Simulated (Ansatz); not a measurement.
CH4ClNOSSi can be A, `N[Si](S)(Cl)C=O`, or B, `N[Si]1(Cl)OCS1`.

Isolated molecules relaxed with PBE0-D4/def2-TZVP in Ansatz; ΔE leaves out vibrations. CBS: MP2 limit from def2 TZ/QZ plus the TZ coupled-cluster correction, frozen cores. DFT in def2-TZVPP. B3LYP here is the variant with VWN-RPA as its local correlation; programs differ in this. Each species was taken in one conformer, which may not be the lowest.

Problem. Which is lower in electronic energy at CCSD(T)/CBS, and by how much? (An estimate is asked.)

Solution. Ansatz gave: B, by 30.9 kcal/mol.

Problem. Give E(B) − E(A) in kcal/mol with CCSD(T)/def2-TZVPP, HF/def2-TZVPP, B3LYP, r2SCAN-D4, B2PLYP, ωB97M-V, CCSD/def2-TZVPP. (Best estimate.)

Solution. Computed: CCSD(T)/def2-TZVPP -29.9, HF/def2-TZVPP -27.5, B3LYP -26.8, r2SCAN-D4 -30.8, B2PLYP -28.8, ωB97M-V -30.8, CCSD/def2-TZVPP -30.0. None reverses the order clearly.

Largest T1 diagnostic: 0.013.

In def2-TZVPP, CCSD(T) changes the Hartree–Fock value by −2.5 kcal/mol (the triples alone add +0.0 kcal/mol) and MP2 by −5.3 kcal/mol. From PBE to PBE0 (25 % exact exchange), in def2-TZVPP and without D4, E(B) − E(A) moves by −3.5 kcal/mol.
